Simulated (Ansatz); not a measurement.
One change: `C=C[SiH](O)[SiH2]O` becomes `C=C[SiH](O)[GeH2][OH]`.

Ansatz, PBE0-D4/def2-TZVP geometries, multiplicity 1. Each molecule was computed in one conformer, which needn't be the lowest.

Scalar relativity is left out up to krypton.

```
                                      property  `C=C[SiH](O)[SiH2]O`
         HOMO energy (ωB97M-V/def2-TZVPP) / eV                 -9.47
           LUMO energy (B3LYP/def2-TZVPP) / eV                 -0.98
          HOMO–LUMO gap (PBE0/def2-TZVPP) / eV                  6.60
size of the dipole moment (PBE/def2-TZVPP) / D                  1.03
            HOMO energy (PBE0/def2-TZVPP) / eV                 -7.38
       HOMO–LUMO gap (ωB97M-V/def2-TZVPP) / eV                 10.46
```

**Question.** Give the same properties after the change, and the shifts. (Best estimate.)

**Answer.** Computed: 
```
                                      property  `C=C[SiH](O)[GeH2][OH]`  shift
         HOMO energy (ωB97M-V/def2-TZVPP) / eV                    -9.92  -0.45
           LUMO energy (B3LYP/def2-TZVPP) / eV                    -1.03  -0.05
          HOMO–LUMO gap (PBE0/def2-TZVPP) / eV                     7.01   0.41
size of the dipole moment (PBE/def2-TZVPP) / D                     1.92   0.89
            HOMO energy (PBE0/def2-TZVPP) / eV                    -7.83  -0.45
       HOMO–LUMO gap (ωB97M-V/def2-TZVPP) / eV                    10.96   0.50
```

With PBE0 the HOMO falls by 0.45 eV and the LUMO falls by 0.05 eV, so the gap widens by about 0.40 eV. PBE moves the HOMO by -0.46 eV and ωB97M-V by -0.45 eV. Dipoles are sizes alone; their direction can turn.

B3LYP here is the variant with VWN-RPA as its local correlation; programs differ in this.
